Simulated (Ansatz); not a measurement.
Mulliken charges of `[CH]=C[SiH](Cl)Cl` radical from ωB97M-V/def2-TZVPP in Ansatz (PBE0-D4/def2-TZVP geometry).

| atom | x (Å) | y (Å) | z (Å) | charge (e) |
| --- | --- | --- | --- | --- |
| C1 | 0.597 | 1.574 | 0.459 | -0.133 |
| C2 | -0.289 | 0.620 | 0.472 | -0.239 |
| Si3 | -0.117 | -0.914 | -0.552 | 0.513 |
| Cl4 | -0.318 | -2.544 | 0.670 | -0.200 |
| Cl5 | 1.702 | -0.957 | -1.469 | -0.180 |
| H6 | 0.774 | 2.541 | 0.911 | 0.142 |
| H7 | -1.187 | 0.699 | 1.097 | 0.116 |
| H8 | -1.162 | -1.020 | -1.589 | -0.020 |

**Question.** By hand: the dipole of these point charges (1 e Å = 4.8032 D).

**Answer.** Σ q r = (-0.318, 0.317, -0.038) e Å, of length 0.451 e Å = 2.17 D.

**Question.** How does the dipole of the full density compare? (An estimate is asked.)

**Answer.** Ansatz gave: (-0.228, 0.375, 0.130) e Å, 2.20 D; the point charges give 0.99 times that, at 25° from its direction.

Point charges leave out the atoms' own dipoles, such as those of lone pairs, and Mulliken's split depends on the basis, so the two needn't agree.
